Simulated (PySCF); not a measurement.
Geometries of 4 isomers of C4H9ClOSi, from PySCF, PBE0-D3(BJ)/def2-SVP geometry optimisation, gas phase. One conformer each, no zero-point energy, no frequencies.

Problem. Which isomer lies lowest at this level?
A.
```xyz
16
angstrom
Cl     2.631   -2.005    0.487
C      2.114   -0.312    0.265
C      0.689   -0.108    0.740
C     -0.362   -0.896   -0.049
C     -1.728   -0.240    0.201
Si    -1.226    1.576    0.309
O      0.407    1.275    0.613
H      2.797    0.329    0.837
H      2.201   -0.064   -0.802
H      0.638   -0.399    1.808
H     -0.339   -1.961    0.224
H     -0.109   -0.833   -1.122
H     -2.463   -0.482   -0.580
H     -2.152   -0.565    1.166
H     -1.380    2.358   -0.954
H     -1.856    2.338    1.427
```
B.
```xyz
16
angstrom
C      2.191    0.308    0.438
O      0.834    0.013    0.611
C      0.319   -0.846   -0.345
C     -0.121   -0.283   -1.657
C     -1.140   -0.678   -0.605
Si    -2.009    0.651    0.370
Cl    -3.976    0.742   -0.309
H      2.818   -0.600    0.513
H      2.388    0.784   -0.541
H      2.485    1.003    1.237
H      0.744   -1.861   -0.325
H     -0.036   -0.903   -2.554
H      0.047    0.786   -1.821
H     -1.722   -1.586   -0.791
H     -2.070    0.336    1.823
H     -1.400    1.989    0.140
```
C.
```xyz
16
angstrom
Cl    -2.995   -0.214    0.943
C     -1.514    0.141   -0.008
C     -0.691    1.222    0.700
O      0.464    1.543   -0.022
C      1.493    0.586    0.032
C      1.197   -0.666   -0.798
Si    -0.451   -1.411   -0.252
H     -1.848    0.532   -0.982
H     -0.443    0.880    1.726
H     -1.286    2.143    0.794
H      2.395    1.094   -0.344
H      1.693    0.305    1.087
H      2.020   -1.393   -0.702
H      1.133   -0.388   -1.864
H     -0.307   -2.093    1.070
H     -1.045   -2.349   -1.248
```
D.
```xyz
16
angstrom
C     -2.410    0.573    0.309
C     -1.617   -0.423   -0.098
C     -0.529   -1.050    0.708
Si     1.170   -0.608    0.039
O      1.238   -1.173   -1.526
C      1.405    1.268   -0.020
Cl     2.860    1.600   -1.028
H     -3.169    1.003   -0.350
H     -2.336    0.987    1.320
H     -1.728   -0.802   -1.121
H     -0.605   -2.152    0.686
H     -0.581   -0.743    1.766
H      2.251   -1.188    0.893
H      1.928   -0.754   -2.055
H      1.571    1.728    0.965
H      0.548    1.767   -0.497
```

Solution. A. That is `ClC[C@@H]1CC[SiH2]O1`, 7.0 kcal/mol below the next.

```
                   SMILES                              atoms numbered as above      E (Eh)  relative (kcal/mol)  relative (kJ/mol)  dipole (D)
     ClC[C@@H]1CC[SiH2]O1   [Cl:1][CH2:2][C@@H:3]1[CH2:4][CH2:5][SiH2:6][O:7]1  -981.86044                  0.0                0.0        1.66
        C=CC[Si@@H](O)CCl  [CH2:1]=[CH:2][CH2:3][Si@@H:4]([OH:5])[CH2:6][Cl:7]  -981.84926                  7.0               29.4        1.25
CO[C@@H]1C[C@@H]1[SiH2]Cl  [CH3:1][O:2][C@@H:3]1[CH2:4][C@@H:5]1[SiH2:6][Cl:7]  -981.83009                 19.0               79.7        3.42
      Cl[C@H]1COCC[SiH2]1    [Cl:1][C@H:2]1[CH2:3][O:4][CH2:5][CH2:6][SiH2:7]1  -981.81833                 26.4              110.6        1.98
```

As drawn, the lowest has an Si–O bond, which the highest lacks.
